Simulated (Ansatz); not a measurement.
Gas-phase electronic energies from Ansatz, PBE0-D4/def2-TZVP geometries. CCSD(T)/CBS is the MP2 limit (def2-TZVPP, def2-QZVPP) plus CCSD(T) − MP2 in def2-TZVPP, frozen cores. This one scheme is used for every species. DFT in def2-TZVPP. HSE06 is defined as in plane-wave codes. For Ga, Se outer-core shells are correlated without core-valence functions, which leaves a few kJ/mol of doubt a bond. Scalar relativity is left out up to krypton. One conformer a species, not always the lowest.

Consider the redistribution: `[NH2][GaH][SeH]` + `F[SiH2]F` → `[GaH2][SeH]` + `N[SiH](F)F`.

```csv
level,ΔE (kJ/mol)
HSE06,-38.6
SCS-MP2/def2-QZVPP,-27.6
```

Question: What does CCSD(T)/CBS give? (Estimate.)

Answer: Ansatz gave: -30.4 kJ/mol. The listed levels differ from it by -8.2, 2.8 kJ/mol.

Question: What do rigid-rotor, harmonic-oscillator terms from PBE0-D4/def2-TZVP frequencies (298.15 K, 1 bar) make of the CCSD(T)/CBS value? (An estimate is asked.)

Answer: Computed: ΔZPE = -2.4 kJ/mol, ΔH = -33.0 kJ/mol, ΔS = 2 J/(mol·K), ΔG = -33.6 kJ/mol.

Largest T1 diagnostic among the species: 0.012.

From PBE to PBE0 (25 % exact exchange), in def2-TZVPP and without D4, ΔE moves by −3.3 kJ/mol. At CCSD(T), def2-SVP lies +5.6 kJ/mol from the extrapolated value and def2-TZVPP −0.5 kJ/mol.
